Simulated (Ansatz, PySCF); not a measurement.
C₂H₅N, SMILES C=NC (connectivity only; charge and spin as stated), charge +1, multiplicity 2. Atoms are numbered in the order given.

```xyz
8

C      1.2240    -0.2784     0.0638
N     -0.0834     0.2151     0.0834
C     -1.2972     0.2002    -0.1090
H      1.8520     0.3778    -0.5440
H      1.6016    -0.3500     1.0869
H      1.2033    -1.2849    -0.3885
H     -1.7808    -0.6735    -0.5719
H     -1.9120     1.0604     0.1797
```
Charge +1, spin multiplicity 2.

Geometry optimised at PBE0-D3(BJ)/def2-TZVP. The multiplicity is an assumed one; other spin states were not compared.

Two levels are set side by side: PBE-D3(BJ)/def2-TZVP (Ansatz, a first-principles code) and PBE0-D3(BJ)/def2-TZVP (Ansatz). Each level has its own optimised geometry; the coordinates shown are those of the second. Frequencies come from the Hessian of PySCF at each geometry. Differences are taken from unrounded values.

```json
[
 {"quantity": "mean bond length (Å)", "PBE0-D3(BJ)": "1.159"},
 {"quantity": "bond C1–N2 (Å)", "PBE0-D3(BJ)": "1.397"},
 {"quantity": "bond N2–C3 (Å)", "PBE0-D3(BJ)": "1.229"},
 {"quantity": "bond C1–H4 (Å)", "PBE0-D3(BJ)": "1.093"},
 {"quantity": "bond C1–H5 (Å)", "PBE0-D3(BJ)": "1.093"},
 {"quantity": "bond C1–H6 (Å)", "PBE0-D3(BJ)": "1.104"},
 {"quantity": "bond C3–H7 (Å)", "PBE0-D3(BJ)": "1.101"},
 {"quantity": "bond C3–H8 (Å)", "PBE0-D3(BJ)": "1.096"},
 {"quantity": "highest harmonic wavenumber (cm⁻¹)", "PBE0-D3(BJ)": "3147"},
 {"quantity": "mean harmonic wavenumber (cm⁻¹)", "PBE0-D3(BJ)": "1592"},
 {"quantity": "zero-point energy (kcal/mol)", "PBE0-D3(BJ)": "40.96"}
]
```

Task: What does PBE-D3(BJ) give, and how far is it from PBE0-D3(BJ)? (An estimate is asked for; the answer gives what the named calculation found.)

Result: 
```json
[
 {"quantity": "mean bond length (Å)", "PBE-D3(BJ)": "1.167", "PBE-D3(BJ) minus PBE0-D3(BJ)": "0.008"},
 {"quantity": "bond C1–N2 (Å)", "PBE-D3(BJ)": "1.395", "PBE-D3(BJ) minus PBE0-D3(BJ)": "-0.002"},
 {"quantity": "bond N2–C3 (Å)", "PBE-D3(BJ)": "1.237", "PBE-D3(BJ) minus PBE0-D3(BJ)": "0.008"},
 {"quantity": "bond C1–H4 (Å)", "PBE-D3(BJ)": "1.102", "PBE-D3(BJ) minus PBE0-D3(BJ)": "0.009"},
 {"quantity": "bond C1–H5 (Å)", "PBE-D3(BJ)": "1.102", "PBE-D3(BJ) minus PBE0-D3(BJ)": "0.009"},
 {"quantity": "bond C1–H6 (Å)", "PBE-D3(BJ)": "1.115", "PBE-D3(BJ) minus PBE0-D3(BJ)": "0.011"},
 {"quantity": "bond C3–H7 (Å)", "PBE-D3(BJ)": "1.111", "PBE-D3(BJ) minus PBE0-D3(BJ)": "0.010"},
 {"quantity": "bond C3–H8 (Å)", "PBE-D3(BJ)": "1.105", "PBE-D3(BJ) minus PBE0-D3(BJ)": "0.009"},
 {"quantity": "highest harmonic wavenumber (cm⁻¹)", "PBE-D3(BJ)": "3044", "PBE-D3(BJ) minus PBE0-D3(BJ)": "-102"},
 {"quantity": "mean harmonic wavenumber (cm⁻¹)", "PBE-D3(BJ)": "1534", "PBE-D3(BJ) minus PBE0-D3(BJ)": "-57"},
 {"quantity": "zero-point energy (kcal/mol)", "PBE-D3(BJ)": "39.48", "PBE-D3(BJ) minus PBE0-D3(BJ)": "-1.48"}
]
```

GGA bonds tend to be longer and softer than those of functionals with exact exchange. Differences between two approximate levels are no errors against the true value.
